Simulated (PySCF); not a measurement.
Relaxation of singlet HgH2

Level of theory: PySCF, r2SCAN, basis Hg def2-TZVP with ECP60, H def2-TZVP (scalar-relativistic core potentials, no spin–orbit coupling, density fitting). A (50,194) grid was used.

A hand-made side-on start, of C2v symmetry, held to at least that symmetry:

```xyz
3
charge 0 multiplicity 1, angstrom
Hg    0.0000    0.0000   -0.0161
H     0.4200    0.0000    1.6136
H    -0.4200    0.0000    1.6136
```

(1) What does it relax to?

(2) How much energy is released, and in how many steps?

Results:

(1) It ends at C2v with H–H 0.743 Å. The molecule has come apart into Hg + H₂. No frequency check is given, so it may be a saddle point.

(2) 268.5 kJ/mol in 12 steps.

With an element this heavy the missing spin–orbit coupling can shift these numbers.

The relaxation took about 24 core-seconds on a shared host.
